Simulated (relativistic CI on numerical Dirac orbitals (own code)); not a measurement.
Method of calculation: Dirac-Coulomb-Breit CI, separate exchange-only KLI orbitals for each configuration, a model potential for QED, unscaled Slater integrals (own radial code, finite nucleus).

The strongest absorption lines from the ground level of an ion, among the configurations computed and to levels below about 447 eV (vacuum wavelength in Å, gf): 35.911 (0.17), 43.049 (0.24), 43.579 (13), 43.964 (8.3), 46.275 (11), 51.526 (0.19), 53.651 (0.13), 54.845 (0.13).

**Question.** Which ion is it?
A. Ir28+
B. Ir32+
C. W27+
D. Ir30+

**Answer.** D. Ir30+ has 47 electrons and the ground level 4s2 4p6 4d10 4f 2F°_5/2; the strongest line goes to 4s2 4p6 4d9 4f2 2F_5/2. The pattern of lines fixes the number of electrons, and along that sequence the line energies rise steadily with the charge (about as its square where n changes within one kind of shell, about linearly where n is kept but much faster in heavy ions where fine structure, which grows about as Z⁴, sets the gap, and irregularly where shells cross), which fixes Z. Configurations outside the model, such as inner-shell arrays, can give stronger lines. At this charge energies of transitions that change n are usually good to better than 1 %, and those within a shell (Δn = 0) to a few per cent.

LS names give the leading component of a level, which can be under half, so a name can repeat, a term be missing and a line seem to break the LS rules.
